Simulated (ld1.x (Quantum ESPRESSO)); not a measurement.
What one change does to a pseudopotential (helium, TM)

```
Element                 : helium
Generator               : ld1.x (Quantum ESPRESSO) 7.5
Type                    : norm-conserving Troullier–Martins (Kleinman–Bylander form)
Functional              : LDA (PZ)
Relativity              : scalar-relativistic
Frozen core             : none
Valence charge          : 2
Reference configuration : 1s2
Partial waves           : 1s (bound): rc 0.70 bohr; 2p channel at 0.05 Ry: rc 0.65 bohr
Local potential         : all-electron potential smoothed inside 0.70 bohr (lloc = -1)
Core correction         : none
```

All-electron outer shells of the reference configuration (LDA (PZ), scalar-relativistic, ld1.x):

```csv
shell,level (eV),outermost node (bohr),outermost maximum (bohr)
1s,-15.52,–,0.57
```

Change: type PAW; waves now 1s (bound): rcut 0.60, rcutus 0.70 bohr; 1s channel at 1.2 Ry: rcut 0.60, rcutus 0.70 bohr; 2p channel at 0.05 Ry: rcut 0.55, rcutus 0.65 bohr; 2p channel at 2.15 Ry: rcut 0.55, rcutus 0.65 bohr; local potential all-electron potential smoothed inside 0.50 bohr (lloc = -1); augmentation PSQ, radius 0.40 bohr.

Cutoffs: the cutoffs (Ry, on a coarse ladder) from which the occupation-weighted sum of valence levels, in a spherical-Bessel basis at the reference potential, stays within 10 and 1 mRy of its value at 400 Ry; they do not see the model core or the augmentation charge, which bear on the density cutoff. Errors are all-electron minus pseudo energies relative to the spin-unpolarised reference configuration.

Q: What does the change do?

A: The potential gets softer (110 Ry and 180 Ry → 70 Ry and 100 Ry); of the 4 tests that both files solve, the error grows in 0 and shrinks in 4 by more than 15 % and 0.3 meV (median size 4.1 → 0.2 meV); neither file shows a bound ghost. Several settings change at once here, so the effects cannot be laid on one of them.

```csv
quantity,base,changed
"cutoff, loose",110 Ry,70 Ry
"cutoff, tight",180 Ry,100 Ry
bound ghosts,none,none
"error for 1s1, meV [ΔE 26.49 eV]",+11,-0.3
"error for 1s1.5, meV [ΔE 10.37 eV]",+1.4,-0.1
"error for 1s1 (spin-polarised), meV [ΔE 24.28 eV]",-6.8,-0.5
"error for 1s1.5 (spin-polarised), meV [ΔE 10.02 eV]",-1.1,-0.2
s: phases at 0.80 bohr within 0.05 rad from the reference energy up to (Ry; the scan ends near 5),to the end of the scan,to the end of the scan
p: phases at 0.80 bohr within 0.05 rad from the reference energy up to (Ry; the scan ends near 5),to the end of the scan,to the end of the scan
```
